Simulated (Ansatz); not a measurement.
Reactions of `C[N](C)[In]([CH3])[Br]`.

Isolated molecules relaxed with PBE0-D4/def2-TZVP in Ansatz; ΔE leaves out vibrations. CCSD(T)/CBS is the MP2 limit (def2-TZVPP, def2-QZVPP) plus CCSD(T) − MP2 in def2-TZVPP, frozen cores. This one scheme is used for every species. Functionals use def2-TZVPP. def2 core potentials past Kr. For Br, In, Sn outer-core shells are correlated without core-valence functions, which leaves a few kJ/mol of doubt a bond. Scalar relativity is left out up to krypton. One conformer a species, not always the lowest.

```tsv
reaction	B2PLYP (kcal/mol)	CCSD(T)/CBS(def2) (kcal/mol)
`C[N](C)[In]([CH3])[Br]` + `F[Si]Br` → `[CH3][In]([Br])[Br]` + `CN(C)[Si]F`	-28.6	-27.0
`C[N](C)[In]([CH3])[Br]` + `[SiH3]BCl` → `[CH3][In]([Cl])[Br]` + `CN(C)B[SiH3]`	-42.3	-40.5
`C[N](C)[In]([CH3])[Br]` + `[F][Al]([SiH3])[SH]` → `C[S][Al]([F])[SiH3]` + `C[N](C)[InH][Br]`	12.5	12.9
`C[N](C)[In]([CH3])[Br]` + `[NH2][InH][OH]` → `[CH3][In]([NH2])[Br]` + `C[N](C)[InH][OH]`	0.1	0.5
`C[N](C)[In]([CH3])[Br]` + `[SH][AlH][SH]` → `[CH3][In]([SH])[Br]` + `C[N](C)[AlH][SH]`	-13.8	-11.8
`C[N](C)[In]([CH3])[Br]` + `[F][SnH2][SH]` → `[CH3][SnH]([F])[SH]` + `C[N](C)[InH][Br]`	-2.0	-2.5
```

Largest T1 diagnostic: 0.016, for `[NH2][InH][OH]`.
